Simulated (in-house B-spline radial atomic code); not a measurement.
A radial electron density 4πr²n(r) was computed for an atom or ion in its tabulated ground configuration with a B-spline radial code for spherical atoms; method: Dirac-Hartree-Fock, average of configuration. Columns: r (bohr), 4πr²n(r) (electrons per bohr), bar.

```
0.000507    3.503 #
0.000636    5.003 ##
0.000797     7.09 ##
   0.001    9.993 ###
 0.00126    14.05 ####
 0.00158    19.41 ######
 0.00198    26.44 ########
 0.00248    35.43 ###########
 0.00311     46.6 ##############
  0.0039    59.79 ##################
  0.0049    74.51 #######################
 0.00615    89.25 ############################
 0.00771      102 ################################
 0.00968    110.4 ##################################
  0.0121    112.5 ###################################
  0.0152    108.4 ##################################
  0.0191    101.8 ###############################
   0.024    99.64 ###############################
  0.0301    108.1 #################################
  0.0378    126.3 #######################################
  0.0474    142.3 ############################################
  0.0595    141.7 ############################################
  0.0746    124.9 #######################################
  0.0936      113 ###################################
   0.117    122.7 ######################################
   0.147    134.6 ##########################################
   0.185    115.8 ####################################
   0.232    81.42 #########################
   0.291       74 #######################
   0.365    86.24 ###########################
   0.458    77.61 ########################
   0.575    48.87 ###############
   0.721     28.2 #########
   0.905    20.91 ######
    1.14    16.37 #####
    1.43    10.75 ###
    1.79     6.01 ##
    2.24     3.07 #
    2.82    1.434 
    3.53   0.6156 
    4.43   0.2216 
    5.56  0.06199 
    6.98  0.01205 
    8.76 0.001427 
      11 8.718e-05
```

**Question.** Which atom or ion is it?
A. Pt
B. Os
C. Au
D. Pt+

**Answer.** A. The area under the curve, ∫4πr²n dr = ∫r·4πr²n d(ln r) on this logarithmic grid, is 78 electrons, which only this option has. The configuration is [Xe] 4f14 5d9 6s1.
